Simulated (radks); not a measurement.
Neutral praseodymium inside a hard spherical wall (all orbitals vanish at R), configuration held at [Xe] 4f3 6s2 and not refilled when levels cross. All-electron calculation, scalar-relativistic Kohn-Sham, PBEsol, spin-unpolarised, spherical densities, finite nucleus; Fermi nuclear charge, rms radius 4.8919 fm. Program: a radial shooting solver on a logarithmic mesh with Libxc functionals. Eigenvalues in eV, with the zero of energy where the potential of the charges vanishes at infinity; a dash marks a level that is unbound or too diffuse for the functional's potential to be trusted. A positive occupied level is held by the wall or, in an anion where self-interaction has pushed it up, behind a barrier. The pressure on the wall is -dE/dV.

R (bohr)  E (hartree)  kinetic (hartree)    e(5s)    e(5p)   e(6s)  e(5d, empty)   e(4f)  e(6p, empty)  pressure (GPa)
free       -9233.4272           9804.919  -39.046  -21.479  -3.480        -2.038  -1.286        -1.230               0
20         -9233.4272           9804.919  -39.046  -21.479  -3.480        -2.038  -1.286        -1.230        < 0.0001
15         -9233.4271           9804.919  -39.041  -21.474  -3.477        -2.033  -1.281        -1.211        0.000374
10         -9233.4230           9804.953  -38.807  -21.244  -3.291        -1.832  -1.050        -0.794          0.0898
7          -9233.3655           9805.246  -37.484  -19.963  -1.853        -0.618   0.269         1.641            2.62
6          -9233.2755           9805.615  -36.337  -18.876  -0.103         0.568   1.449         4.344            9.05
5          -9233.0329           9806.541  -34.332  -16.998   3.970         2.917   3.616        10.237            37.1
4          -9232.2486           9809.521  -30.129  -12.941  15.141         8.543   8.517        25.038             208
2          -9206.1350           9892.764   35.281   62.648  230.46        108.52  72.638        263.23           33200
